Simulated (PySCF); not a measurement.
CH₆BClO₂Si, SMILES OB(O)C[SiH2]Cl.

Geometry optimised at PBE0-D3(BJ)/def2-SVP. The structure was generated by enumeration, and PubChem lists no compound with its InChIKey, so it may never have been made. Other conformers were not sampled.

Computed with TDA-PBE/def2-SVPD (PySCF).

Vertical excitations. Isolated molecule, no solvent.

```
state  energy (eV)  λ (nm)      f                            main pairs
-----  -----------  ------  -----  ------------------------------------
S1            6.27     198  0.003                        HOMO→LUMO 97 %
S2            6.47     192  0.008                      HOMO−1→LUMO 97 %
S3            6.71     185  0.084                      HOMO→LUMO+1 92 %
S4            6.77     183  0.004                      HOMO−2→LUMO 87 %
S5            6.83     182  0.004                    HOMO−1→LUMO+1 92 %
S6            6.97     178  0.003                      HOMO−3→LUMO 95 %
S7            7.24     171  0.008                    HOMO−2→LUMO+1 81 %
S8            7.31     170  0.009  HOMO→LUMO+2 59 %, HOMO−3→LUMO+1 40 %
S9            7.35     169  0.007  HOMO−3→LUMO+1 53 %, HOMO→LUMO+2 37 %
S10           7.47     166  0.012                      HOMO→LUMO+3 80 %
T1            6.02     206      0                        HOMO→LUMO 97 %
T2            6.24     199      0                      HOMO−1→LUMO 97 %
T3            6.42     193      0                      HOMO→LUMO+1 97 %
T4            6.53     190      0                      HOMO−2→LUMO 97 %
```
Triplets are in the Tamm–Dancoff approximation.
